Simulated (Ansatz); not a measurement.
Computed with Ansatz on PBE0-D4/def2-TZVP structures; ΔE is electronic, products minus reactants. CCSD(T)/CBS adds triple-zeta CCSD(T) − MP2 to the extrapolated MP2 energy (def2 sets, frozen cores). DFT in def2-TZVPP. B3LYP here is the variant with VWN-RPA as its local correlation; programs differ in this. HSE06 is defined as in plane-wave codes. Each species was taken in one conformer, which may not be the lowest.

Consider the formal exchange of groups at the Al–N bond: `C=C=[N][AlH2]` + `CBNC` → `CN[BH][AlH2]` + `C=C=NC`.

```json
{"level": "LDA (SPW92)", "ΔE (kJ/mol)": "213.7", "difference from CCSD(T)/CBS": "-7.0"}
{"level": "PBE-D4", "ΔE (kJ/mol)": "207.9", "difference from CCSD(T)/CBS": "-12.8"}
{"level": "revPBE-D4", "ΔE (kJ/mol)": "205.3", "difference from CCSD(T)/CBS": "-15.4"}
{"level": "BLYP-D4", "ΔE (kJ/mol)": "218.7", "difference from CCSD(T)/CBS": "-2.0"}
{"level": "B97M-V", "ΔE (kJ/mol)": "234.5", "difference from CCSD(T)/CBS": "13.8"}
{"level": "PBE0-D4", "ΔE (kJ/mol)": "214.8", "difference from CCSD(T)/CBS": "-5.9"}
{"level": "B3LYP-D4", "ΔE (kJ/mol)": "224.1", "difference from CCSD(T)/CBS": "3.4"}
{"level": "r2SCANh-D4", "ΔE (kJ/mol)": "229.2", "difference from CCSD(T)/CBS": "8.5"}
{"level": "r2SCAN0-D4", "ΔE (kJ/mol)": "230.6", "difference from CCSD(T)/CBS": "9.9"}
{"level": "BHLYP-D4", "ΔE (kJ/mol)": "232.1", "difference from CCSD(T)/CBS": "11.4"}
{"level": "CAM-B3LYP-D4", "ΔE (kJ/mol)": "227.2", "difference from CCSD(T)/CBS": "6.5"}
{"level": "ωB97X-V", "ΔE (kJ/mol)": "217.4", "difference from CCSD(T)/CBS": "-3.3"}
{"level": "ωB97M-V", "ΔE (kJ/mol)": "225.7", "difference from CCSD(T)/CBS": "5.0"}
{"level": "PBE-QIDH", "ΔE (kJ/mol)": "224.5", "difference from CCSD(T)/CBS": "3.8"}
{"level": "PBE", "ΔE (kJ/mol)": "208.0", "difference from CCSD(T)/CBS": "-12.7"}
{"level": "BLYP", "ΔE (kJ/mol)": "218.9", "difference from CCSD(T)/CBS": "-1.8"}
{"level": "r2SCAN", "ΔE (kJ/mol)": "228.3", "difference from CCSD(T)/CBS": "7.6"}
{"level": "PBE0", "ΔE (kJ/mol)": "214.9", "difference from CCSD(T)/CBS": "-5.8"}
{"level": "B3LYP", "ΔE (kJ/mol)": "224.4", "difference from CCSD(T)/CBS": "3.7"}
{"level": "r2SCANh", "ΔE (kJ/mol)": "229.3", "difference from CCSD(T)/CBS": "8.6"}
{"level": "r2SCAN0", "ΔE (kJ/mol)": "230.6", "difference from CCSD(T)/CBS": "9.9"}
{"level": "HSE06", "ΔE (kJ/mol)": "215.0", "difference from CCSD(T)/CBS": "-5.7"}
{"level": "BHLYP", "ΔE (kJ/mol)": "232.5", "difference from CCSD(T)/CBS": "11.8"}
{"level": "CAM-B3LYP", "ΔE (kJ/mol)": "227.3", "difference from CCSD(T)/CBS": "6.6"}
{"level": "LC-ωPBE", "ΔE (kJ/mol)": "218.6", "difference from CCSD(T)/CBS": "-2.1"}
{"level": "RPA@PBE/def2-TZVPP", "ΔE (kJ/mol)": "207.1", "difference from CCSD(T)/CBS": "-13.6"}
{"level": "HF/def2-SVP", "ΔE (kJ/mol)": "234.4", "difference from CCSD(T)/CBS": "13.7"}
{"level": "MP2/def2-SVP", "ΔE (kJ/mol)": "228.6", "difference from CCSD(T)/CBS": "7.9"}
{"level": "CCSD/def2-SVP", "ΔE (kJ/mol)": "216.0", "difference from CCSD(T)/CBS": "-4.7"}
{"level": "CCSD(T)/def2-SVP", "ΔE (kJ/mol)": "213.4", "difference from CCSD(T)/CBS": "-7.3"}
{"level": "HF/def2-TZVPP", "ΔE (kJ/mol)": "235.3", "difference from CCSD(T)/CBS": "14.6"}
{"level": "MP2/def2-TZVPP", "ΔE (kJ/mol)": "232.7", "difference from CCSD(T)/CBS": "12.0"}
{"level": "SCS-MP2/def2-TZVPP", "ΔE (kJ/mol)": "226.4", "difference from CCSD(T)/CBS": "5.7"}
{"level": "CCSD/def2-TZVPP", "ΔE (kJ/mol)": "221.4", "difference from CCSD(T)/CBS": "0.7"}
{"level": "CCSD(T)/def2-TZVPP", "ΔE (kJ/mol)": "218.7", "difference from CCSD(T)/CBS": "-2.0"}
{"level": "MP2/def2-QZVPP", "ΔE (kJ/mol)": "234.1", "difference from CCSD(T)/CBS": "13.4"}
{"level": "SCS-MP2/def2-QZVPP", "ΔE (kJ/mol)": "227.8", "difference from CCSD(T)/CBS": "7.1"}
{"level": "HF/CBS(def2)", "ΔE (kJ/mol)": "235.9", "difference from CCSD(T)/CBS": "15.2"}
{"level": "MP2/CBS(def2)", "ΔE (kJ/mol)": "234.8", "difference from CCSD(T)/CBS": "14.1"}
{"level": "CCSD/CBS(def2)", "ΔE (kJ/mol)": "223.4", "difference from CCSD(T)/CBS": "2.7"}
{"level": "CCSD(T)/CBS", "ΔE (kJ/mol)": "220.7", "difference from CCSD(T)/CBS": "0"}
```

What do rigid-rotor, harmonic-oscillator terms from PBE0-D4/def2-TZVP frequencies (298.15 K, 1 bar) make of the CCSD(T)/CBS value? (Estimate.)

Ansatz gave: ΔZPE = +2.8 kJ/mol, ΔH = +223.3 kJ/mol, ΔS = 9 J/(mol·K), ΔG = +220.6 kJ/mol.

Largest T1 diagnostic among the species: 0.015.

At CCSD(T), def2-SVP lies −7.3 kJ/mol from the extrapolated value and def2-TZVPP −2.0 kJ/mol. From PBE to PBE0 (25 % exact exchange), in def2-TZVPP and without D4, ΔE moves by +6.9 kJ/mol. Leaving LDA and LC-ωPBE aside and taking each functional with its dispersion term where it has one, the values spread over 29.2 kJ/mol, from revPBE-D4 to B97M-V. LDA lies +5.6 kJ/mol from PBE without D4.
